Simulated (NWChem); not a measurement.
System meant: GeSiN2H6; SMILES [NH]1[SiH2][NH][GeH2]1

The following NWChem deck was run.

```
start job
memory heap 200 mb stack 900 mb global 1100 mb
geometry units angstroms noautoz
  N     -1.244162    -0.423911    -0.105434
  Si    -0.006279    -1.662697    -0.040202
  N      1.231716    -0.424859     0.039433
  Ge    -0.006170     0.979216    -0.024838
  H     -2.143613    -0.425089     0.357631
  H      0.108665    -2.550821    -1.235535
  H     -0.121289    -2.564674     1.144705
  H      2.131127    -0.420674    -0.423696
  H     -0.090992     1.865987     1.249156
  H      0.078717     1.880695    -1.288460
end
basis spherical
  N library def2-svp
  Si library def2-svp
  Ge library def2-svp
  H library def2-svp
end
dft
  xc pbe0
  iterations 4
  mulliken
end
task dft energy
```

End of the output:

```
    Atom       Charge   Shell Charges
 -----------   ------   -------------------------------------------------------
    1 N    7     7.34   1.97  0.74  0.47  2.23  1.91  0.02
    2 Si  14    13.47   2.00  1.93  0.62  0.31  5.82  1.25  0.99  0.55
    3 N    7     7.34   1.97  0.74  0.47  2.23  1.91  0.02
    4 Ge  32    31.60   2.00  2.00  1.93  0.72  0.33  5.99  5.82  1.34  0.94  7.82  2.04  0.67
    5 H    1     0.94   0.59  0.21  0.13
    6 H    1     1.12   0.66  0.44  0.02
    7 H    1     1.12   0.66  0.44  0.02
    8 H    1     0.94   0.59  0.21  0.13
    9 H    1     1.07   0.61  0.43  0.03
   10 H    1     1.07   0.61  0.43  0.03

 center of mass
 --------------
 x =   0.00000000 y =   0.00000000 z =   0.16617125

 moments of inertia (a.u.)
 ------------------
         803.671086621619           0.000000005176           0.000000000000
           0.000000005176         640.763286089240           0.000000000000
           0.000000000000           0.000000000000         209.704435014770

     Multipole analysis of the density
     ---------------------------------

     L   x y z        total         alpha         beta         nuclear
     -   - - -        -----         -----         ----         -------
     0   0 0 0     -0.000000    -33.000000    -33.000000     66.000000

     1   1 0 0     -0.000000     -0.000000     -0.000000      0.000000
     1   0 1 0     -0.000000     -0.000000     -0.000000      0.000000
     1   0 0 1      0.362524      0.181262      0.181262     -0.000000

     2   2 0 0    -34.716361    -28.867757    -28.867757     23.019152
     2   1 1 0     -2.569797      0.646105      0.646105     -3.862007
     2   1 0 1      0.000000      0.000000      0.000000      0.000000
     2   0 2 0    -29.584478    -69.461389    -69.461389    109.338300
     2   0 1 1     -0.000000     -0.000000     -0.000000      0.000000
     2   0 0 2    -33.045229   -181.456744   -181.456744    329.868259

 ------------------------------------------------------------------------
 dft energy failed                                                                                  0
 ------------------------------------------------------------------------
 ------------------------------------------------------------------------
  current input line :
    26: task dft energy
 ------------------------------------------------------------------------
 ------------------------------------------------------------------------
 This type of error is most commonly associated with calculations not reaching convergence criteria
 ------------------------------------------------------------------------
 For more information see the NWChem manual at https://nwchemgit.github.io

0:dft energy failed:Received an Error in Communication
```

Task: What is wrong, and how is it mended?

Result: The run did not converge; its last values are not results. Cause: the SCF was allowed too few iterations. This input runs:
```
start job
memory heap 200 mb stack 900 mb global 1100 mb
geometry units angstroms noautoz
  N     -1.244162    -0.423911    -0.105434
  Si    -0.006279    -1.662697    -0.040202
  N      1.231716    -0.424859     0.039433
  Ge    -0.006170     0.979216    -0.024838
  H     -2.143613    -0.425089     0.357631
  H      0.108665    -2.550821    -1.235535
  H     -0.121289    -2.564674     1.144705
  H      2.131127    -0.420674    -0.423696
  H     -0.090992     1.865987     1.249156
  H      0.078717     1.880695    -1.288460
end
basis spherical
  N library def2-svp
  Si library def2-svp
  Ge library def2-svp
  H library def2-svp
end
dft
  xc pbe0
  iterations 150
  mulliken
end
task dft energy
```
It converges to -2478.69871 Ha (PBE0/def2-SVP).
